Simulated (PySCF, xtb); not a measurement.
CH7InN2O, SMILES C[O][In]([NH2])[NH2].

GFN2-xTB run with xtb at its own geometry gives an orbital gap of 2.83 eV and a dipole moment of 3.04 D.

Geometry: B3LYP-D3(BJ)/def2-SVP. The structure was generated by enumeration; whether it is a known compound was not checked. The def2 effective core potentials stand for the cores of In; spin–orbit coupling is left out. One conformer was computed; it need not be the lowest.

### Question
What does M06-2X/def2-TZVP (PySCF) give? (Estimate from the structure and the level; the computed values follow.)

### Answer
gap 7.94 eV (levels -8.58 and -0.64 eV), dipole 2.93 D.
